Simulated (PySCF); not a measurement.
**Excitation energy of Tl by level of theory**

Tl [Xe] 4f14 5d10 6s2 6p1 (2P) → Tl [Xe] 4f14 5d10 6s2 6d1 (2D), as a difference of total energies. Calculation: PySCF 2.14, in aug-cc-pVQZ-DK3; the spin-free X2C one-electron Hamiltonian (Gaussian nucleus). Correlated levels: valence: [Xe] 4f14 5d10 frozen. The calculations carry no spin-orbit coupling.

| method | excitation energy (cm⁻¹) |
| --- | --- |
| UHF | 29922 |
| MP2 (valence) | 30588 |
| SCS-MP2 (valence) | 30597 |
| CCSD (valence) | 30503 |
| CCSD(T) (valence) | 30496 |

Errors of the correlated levels include the incompleteness of this basis and the frozen core.

For comparison: 30972 cm⁻¹ (measured; NIST levels, between the centres of gravity of the two terms).
